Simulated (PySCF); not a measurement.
diphosphane (H₄P₂), singlet, geometry from GFN2-xTB, atoms displaced at random by about 0.03 Å a coordinate; PBE0/6-31G, gradient by finite differences (PySCF).

Here is a job for PySCF.
```python
from pyscf import gto, scf, dft

mol = gto.M(
    atom='''
P    -0.959752   -0.553332   -0.015011
P     0.996624    0.474180   -0.009696
H    -1.501862    0.327061    0.997093
H    -1.435565    0.384038   -1.064941
H     1.456407   -0.324726    1.083560
H     1.517799   -0.262623   -1.012114
''',
    basis='6-31g',
    charge=0,
    spin=0,
    verbose=4,
)

mf = dft.RKS(mol)
mf.xc = 'pbe0'
mf.conv_tol = 1e-11
mf.kernel()
scan, done = mf.as_scanner(), []
scan.scf_summary = {}
def energy(d):
    c = mol.atom_coords()
    c[0, 0] += d
    e = scan(mol.set_geom_(c, unit='Bohr', inplace=False))
    done.append(scan.converged)
    return e
h = 1e-5
fd = (energy(h) - energy(-h)) / (2 * h)
print('dE/dx =', fd)
```

What the program printed (banner, timings and long lists left out):

```
PySCF version 2.14.0

[INPUT] verbose = 4
[INPUT] num. atoms = 6
[INPUT] num. electrons = 34
[INPUT] charge = 0
[INPUT] spin (= nelec alpha-beta = 2S) = 0
[INPUT] symmetry False subgroup None
[INPUT] Mole.unit = angstrom
[INPUT] Symbol           X                Y                Z      unit          X                Y                Z       unit  Magmom
[INPUT]  1 P     -0.959752000000  -0.553332000000  -0.015011000000 AA   -1.813668427504  -1.045645935958  -0.028366678856 Bohr   0.0
[INPUT]  2 P      0.996624000000   0.474180000000  -0.009696000000 AA    1.883346409169   0.896070333746  -0.018322784504 Bohr   0.0
[INPUT]  3 H     -1.501862000000   0.327061000000   0.997093000000 AA   -2.838107856892   0.618055716026   1.884232690721 Bohr   0.0
[INPUT]  4 H     -1.435565000000   0.384038000000  -1.064941000000 AA   -2.712824684011   0.725726641426  -2.012446828820 Bohr   0.0
[INPUT]  5 H      1.456407000000  -0.324726000000   1.083560000000 AA    2.752210355899  -0.613643205526   2.047631639534 Bohr   0.0
[INPUT]  6 H      1.517799000000  -0.262623000000  -1.012114000000 AA    2.868224422139  -0.496285544012  -1.912618266838 Bohr   0.0

nuclear repulsion = 89.1601975469957
number of shells = 22
number of NR pGTOs = 108
number of NR cGTOs = 34
basis = 6-31g
ecp = {}

******** <class 'pyscf.dft.rks.RKS'> ********
method = RKS
initial guess = minao
damping factor = 0
level_shift factor = 0
DIIS = <class 'pyscf.scf.diis.CDIIS'>
diis_start_cycle = 1
diis_space = 8
diis_damp = 0
SCF conv_tol = 1e-11
SCF conv_tol_grad = None
SCF max_cycles = 50
direct_scf = True
direct_scf_tol = 1e-13
XC library pyscf.dft.libxc version 7.1.2
    S. Lehtola, C. Steigemann, M. J. T. Oliveira, and M. A. L. Marques,  SoftwareX 7, 1–5 (2018)
XC functionals = pbe0
    C. Adamo and V. Barone,  J. Chem. Phys. 110, 6158 (1999)
    M. Ernzerhof and G. E. Scuseria,  J. Chem. Phys. 110, 5029 (1999)
radial grids:
    Treutler-Ahlrichs [JCP 102, 346 (1995); DOI:10.1063/1.469408] (M4) radial grids

becke partition: Becke, JCP 88, 2547 (1988); DOI:10.1063/1.454033
pruning grids: <function nwchem_prune>
grids dens level: 3
symmetrized grids: False
atomic radii adjust function: <function treutler_atomic_radii_adjust>
small_rho_cutoff = 0
Set gradient conv threshold to 3.16228e-06
Initial guess from minao.
tot grids = 77592
init E= -684.676361687388
  HOMO = -0.260338308806375  LUMO = -0.0365676054178246  gap/eV = 6.08911
cycle= 1 E= -684.703073717799  delta_E= -0.0267  |g|= 0.0964  |ddm|= 2.19
  HOMO = -0.23773251465797  LUMO = 0.00357828604017496  gap/eV = 6.56640
cycle= 2 E= -684.707775525895  delta_E= -0.0047  |g|= 0.0534  |ddm|= 0.434
  HOMO = -0.250946934125632  LUMO = -0.00640551519775678  gap/eV = 6.65431
cycle= 3 E= -684.708884065843  delta_E= -0.00111  |g|= 0.0105  |ddm|= 0.115
  HOMO = -0.248825719526749  LUMO = -0.00386924337333505  gap/eV = 6.66561
cycle= 4 E= -684.708929704832  delta_E= -4.56e-05  |g|= 0.00122  |ddm|= 0.0265
  HOMO = -0.249198682786647  LUMO = -0.00414034846720268  gap/eV = 6.66838
cycle= 5 E= -684.7089302377  delta_E= -5.33e-07  |g|= 0.000553  |ddm|= 0.00353
  HOMO = -0.24920320419776  LUMO = -0.00415620885616941  gap/eV = 6.66807
cycle= 6 E= -684.708930364824  delta_E= -1.27e-07  |g|= 5.72e-05  |ddm|= 0.00105
  HOMO = -0.249197677174342  LUMO = -0.00415009972712188  gap/eV = 6.66808
cycle= 7 E= -684.708930366337  delta_E= -1.51e-09  |g|= 6.58e-06  |ddm|= 0.000128
  HOMO = -0.249197354850167  LUMO = -0.00414977390584303  gap/eV = 6.66808
cycle= 8 E= -684.70893036636  delta_E= -2.26e-11  |g|= 9.55e-07  |ddm|= 1.94e-05
  HOMO = -0.249197387506041  LUMO = -0.00414976289817692  gap/eV = 6.66809
cycle= 9 E= -684.708930366361  delta_E= -1.59e-12  |g|= 3e-07  |ddm|= 3.9e-06
  HOMO = -0.24919739112575  LUMO = -0.00414976546966406  gap/eV = 6.66809
Extra cycle  E= -684.708930366361  delta_E= 2.27e-13  |g|= 1.87e-07  |ddm|= 1.27e-06
converged SCF energy = -684.708930366361
Create scanner for <class 'pyscf.dft.rks.RKS'>

WARN: Mole.unit (angstrom) is changed to Bohr

New geometry
   1 P     -0.959746708228  -0.553332000000  -0.015011000000 AA   -1.813658427504  -1.045645935958  -0.028366678856 Bohr
   2 P      0.996624000000   0.474180000000  -0.009696000000 AA    1.883346409169   0.896070333746  -0.018322784504 Bohr
   3 H     -1.501862000000   0.327061000000   0.997093000000 AA   -2.838107856892   0.618055716026   1.884232690721 Bohr
   4 H     -1.435565000000   0.384038000000  -1.064941000000 AA   -2.712824684011   0.725726641426  -2.012446828820 Bohr
   5 H      1.456407000000  -0.324726000000   1.083560000000 AA    2.752210355899  -0.613643205526   2.047631639534 Bohr
   6 H      1.517799000000  -0.262623000000  -1.012114000000 AA    2.868224422139  -0.496285544012  -1.912618266838 Bohr

******** <class 'pyscf.scf.hf.RKS_Scanner'> ********
method = RKS_Scanner
initial guess = minao
damping factor = 0
level_shift factor = 0
DIIS = <class 'pyscf.scf.diis.CDIIS'>
diis_start_cycle = 1
diis_space = 8
diis_damp = 0
SCF conv_tol = 1e-11
SCF conv_tol_grad = None
SCF max_cycles = 50
direct_scf = True
direct_scf_tol = 1e-13
XC library pyscf.dft.libxc version 7.1.2
    S. Lehtola, C. Steigemann, M. J. T. Oliveira, and M. A. L. Marques,  SoftwareX 7, 1–5 (2018)
XC functionals = pbe0
    C. Adamo and V. Barone,  J. Chem. Phys. 110, 6158 (1999)
    M. Ernzerhof and G. E. Scuseria,  J. Chem. Phys. 110, 5029 (1999)
radial grids:
    Treutler-Ahlrichs [JCP 102, 346 (1995); DOI:10.1063/1.469408] (M4) radial grids

becke partition: Becke, JCP 88, 2547 (1988); DOI:10.1063/1.454033
pruning grids: <function nwchem_prune>
grids dens level: 3
symmetrized grids: False
atomic radii adjust function: <function treutler_atomic_radii_adjust>
small_rho_cutoff = 0
Set gradient conv threshold to 3.16228e-06
tot grids = 77592
init E= -684.708929434703
  HOMO = -0.249197655052035  LUMO = -0.00414934729623995  gap/eV = 6.66810
cycle= 1 E= -684.708930008833  delta_E= -5.74e-07  |g|= 8.51e-07  |ddm|= 9.57e-06
  HOMO = -0.249197242252129  LUMO = -0.00414890555861369  gap/eV = 6.66810
cycle= 2 E= -684.708930008833  delta_E= 1.14e-13  |g|= 5.01e-07  |ddm|= 4.07e-06
  HOMO = -0.249197217213512  LUMO = -0.00414890447386385  gap/eV = 6.66810
Extra cycle  E= -684.708930008833  delta_E= -2.27e-13  |g|= 5.23e-07  |ddm|= 2.25e-06
converged SCF energy = -684.708930008833

WARN: Mole.unit (angstrom) is changed to Bohr

New geometry
   1 P     -0.959757291772  -0.553332000000  -0.015011000000 AA   -1.813678427504  -1.045645935958  -0.028366678856 Bohr
   2 P      0.996624000000   0.474180000000  -0.009696000000 AA    1.883346409169   0.896070333746  -0.018322784504 Bohr
   3 H     -1.501862000000   0.327061000000   0.997093000000 AA   -2.838107856892   0.618055716026   1.884232690721 Bohr
   4 H     -1.435565000000   0.384038000000  -1.064941000000 AA   -2.712824684011   0.725726641426  -2.012446828820 Bohr
   5 H      1.456407000000  -0.324726000000   1.083560000000 AA    2.752210355899  -0.613643205526   2.047631639534 Bohr
   6 H      1.517799000000  -0.262623000000  -1.012114000000 AA    2.868224422139  -0.496285544012  -1.912618266838 Bohr

******** <class 'pyscf.scf.hf.RKS_Scanner'> ********
method = RKS_Scanner
initial guess = minao
damping factor = 0
level_shift factor = 0
DIIS = <class 'pyscf.scf.diis.CDIIS'>
diis_start_cycle = 1
diis_space = 8
diis_damp = 0
SCF conv_tol = 1e-11
SCF conv_tol_grad = None
SCF max_cycles = 50
direct_scf = True
direct_scf_tol = 1e-13
XC library pyscf.dft.libxc version 7.1.2
    S. Lehtola, C. Steigemann, M. J. T. Oliveira, and M. A. L. Marques,  SoftwareX 7, 1–5 (2018)
XC functionals = pbe0
    C. Adamo and V. Barone,  J. Chem. Phys. 110, 6158 (1999)
    M. Ernzerhof and G. E. Scuseria,  J. Chem. Phys. 110, 5029 (1999)
radial grids:
    Treutler-Ahlrichs [JCP 102, 346 (1995); DOI:10.1063/1.469408] (M4) radial grids

becke partition: Becke, JCP 88, 2547 (1988); DOI:10.1063/1.454033
pruning grids: <function nwchem_prune>
grids dens level: 3
symmetrized grids: False
atomic radii adjust function: <function treutler_atomic_radii_adjust>
small_rho_cutoff = 0
Set gradient conv threshold to 3.16228e-06
tot grids = 77592
init E= -684.70893187216
  HOMO = -0.249196769495709  LUMO = -0.00414978396705756  gap/eV = 6.66807
cycle= 1 E= -684.708930723866  delta_E= 1.15e-06  |g|= 2.03e-06  |ddm|= 1.92e-05
  HOMO = -0.249197517834575  LUMO = -0.00415062785488718  gap/eV = 6.66807
cycle= 2 E= -684.708930723867  delta_E= -5.68e-13  |g|= 1.65e-06  |ddm|= 9.56e-06
  HOMO = -0.24919763602482  LUMO = -0.00415065650972768  gap/eV = 6.66807
Extra cycle  E= -684.708930723866  delta_E= 2.27e-13  |g|= 1.88e-06  |ddm|= 7.01e-06
converged SCF energy = -684.708930723866
dE/dx = 0.03575165123947954
```
